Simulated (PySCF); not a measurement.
**Ionisation energy of Sb³⁹⁺ by level of theory**

Sb³⁹⁺ [Ne] 3s2 (1S) → Sb⁴⁰⁺ [Ne] 3s1 (2S), as a difference of total energies. Calculation: PySCF 2.14, in an uncontracted even-tempered set (18 s from 7.3 bohr⁻², ratio 2.5; 12 p from 9.5 bohr⁻², ratio 2.5; 4 d from 35 bohr⁻², ratio 2.7; 4 f from 53 bohr⁻², ratio 2.7); the spin-free X2C one-electron Hamiltonian (Gaussian nucleus). Correlated levels: outer shells: 1s2 frozen; virtual orbitals above 40 to 60 times the deepest correlated orbital energy dropped. The calculations carry no spin-orbit coupling.

```csv
method,ionisation energy (eV)
UHF,2815.3
MP2 (outer shells),2818.6
SCS-MP2 (outer shells),2819.1
CCSD (outer shells),2819.3
CCSD(T) (outer shells),2819.4
```

Question: How much does correlation contribute at CCSD(T) (outer shells)?

Answer: 2819.4 − (2815.3) = 4.1 eV, measured against UHF.

Breit and QED terms and the two-electron picture change are absent.

For comparison: 2815 ± 4 eV (theoretical estimate listed by NIST; NIST Atomic Spectra Database, ionization energies).
